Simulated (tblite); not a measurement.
Q: What does the GFN2-xTB structure of `C#C[P-]c1ccncc1` look like in three dimensions? (Charge -1.)

A: 
```
atom  x, y, z in Å
C1     3.6448   -0.4654   -0.0709
C2     2.7060    0.2931   -0.1394
P3     1.5390    1.5845   -0.2726
C4     0.0492    0.6622   -0.0944
C5    -1.1912    1.3423   -0.1423
C6    -2.3619    0.6464   -0.0058
N7    -2.4475   -0.6758    0.1750
C8    -1.2779   -1.3214    0.2197
C9    -0.0457   -0.7351    0.0977
H10    4.4109   -1.1835   -0.0010
H11   -1.2027    2.4161   -0.2868
H12   -3.3194    1.1633   -0.0401
H13   -1.3605   -2.3969    0.3674
H14    0.8565   -1.3302    0.1465
```

Orientation and origin are arbitrary. Atoms count from 1 in this order. C5 (aromatic CH carbon) is planar (angles 120.5°, 120.1° and 119.3°, sum 360.0°, 0.00 Å off the plane of its three neighbours). The 6-membered ring C4–C5–C6–N7–C8–C9 has internal angles of 114.9° to 125.3° (sum 720°, against 720° for a flat polygon); it is planar, 0.00 Å rms from its mean plane, widest ring torsion 0°. C6 (aromatic CH next to a ring nitrogen) is planar (angles 124.8°, 120.5° and 114.7°, sum 360.0°, 0.00 Å off the plane of its three neighbours). N7 (pyridine-type nitrogen) is bent (angle 115.2°).

Bonds between heavy atoms (Å): C1≡C2 1.209, C2–P3 1.746, P3–C4 1.761, C4–C5 1.415, C5–C6 1.369, C6–N7 1.337, N7–C8 1.337, C8–C9 1.370, C4–C9 1.414.

Structure optimised with GFN2-xTB, isolated species.

Point group: Cs (tolerance 0.08 Å). Its GFN2-xTB frequencies are all real (lowest 66 cm⁻¹). Torsions: C2–P3–C4–C5 180°.

Time: 0.23 s wall. Hardware: Arm Neoverse V2, one thread, no GPU, shared host with 48 logical CPUs at a one-minute load of 16. These figures are those of the optimisation.

One conformer stands for the species.

All values are computed, not measured.
